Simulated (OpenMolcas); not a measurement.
**Yb3+: moving the ligands**

Yb3+ with 6 ligands (chloride) in trigonal antiprismatic coordination (D3d) at 2.63 Å, a polar angle of 61.9° against the regular 54.74°. A charge of +0.5 e stands 3.2 Å behind each ligand. Ligand basis ANO-RCC-VDZP.
```
Yb    0.0000    0.0000    0.0000
Cl    0.0000    2.3189    1.2407
Cl   -2.0083   -1.1595    1.2407
Cl    2.0083   -1.1595    1.2407
Cl    0.0000   -2.3189   -1.2407
Cl    2.0083    1.1595   -1.2407
Cl   -2.0083    1.1595   -1.2407
```

```yaml
Program: OpenMolcas 26.06
Method: "SS-CASPT2, IPEA 0.25 Eh, imaginary shift 0.1 Eh (closed shells correlated: 5s 5p and the ligand valence shells)"
Basis: ANO-RCC-VDZP [7s6p4d2f1g]
Scalar_Hamiltonian: DKH2, point nucleus
Active_space: 13 electrons in 7 orbitals (4f)
State_averaging: 2S+1 = 2 odd, 7 roots
Spin-orbit_coupling: state interaction with AMFI integrals over the reference wave functions
```

Runs around this geometry, states (labels of D3, the rotations of D3d). Energies in cm-1 above the lowest state or level, χT in cm3 K/mol.

| R (Å) | Ground state | First state of that spin | First gap with spin-orbit (degeneracies) | Width of lowest J | χT at 300 K |
| --- | --- | --- | --- | --- | --- |
| 2.49 | 2A2 | 2E 470 | 270 (2, 2) | 742 | 2.322 |
| 2.63 | 2A2 | 2A1 350 | 230 (2, 2) | 631 | 2.423 |
| 2.74 | 2A2 | 2A1 250 | 220 (2, 2) | 570 | 2.465 |

Taking the width of the lowest J multiplet as R^-n, n = -ln(570 / 742) / ln(2.74 / 2.49) = 2.8 between the shortest and longest distance.

Over all roots computed the reference weight is 0.65 in R = 2.49, 0.65 in R = 2.63, 0.65 in R = 2.74; a low but even weight reflects the number of correlated electrons. Splittings of an f shell from a small cluster at a set distance can be off by tens of per cent, mostly too small. No measured value stands beside these numbers; the geometry is a model, was not optimised and need not be the one that this ion takes.
